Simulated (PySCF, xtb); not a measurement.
CH₄ClFOSi, SMILES Cl[Si](C)(F)O. Other conformers were not sampled.

Harmonic wavenumbers (cm⁻¹) from xtb 6.7.1 with GFN2-xTB at its own minimum, in rising order: 63, 140, 165, 208, 218, 251, 281, 486, 734, 764, 816, 843, 862, 952, 1381, 1464, 1466, 3046, 3052, 3056, 3630.

Problem. What does PySCF with B3LYP-D3(BJ)/def2-SVP give at its own minimum? (The exact figures need the calculation; the answer reports its results.)

Solution. 122, 164, 198, 248, 268, 308, 337, 522, 718, 767, 795, 837, 913, 971, 1288, 1427, 1428, 3044, 3140, 3145, 3874. Paired by order, the mean absolute difference is 51 cm⁻¹ and the zero-point energies are 34.1 and 35.0 kcal/mol.
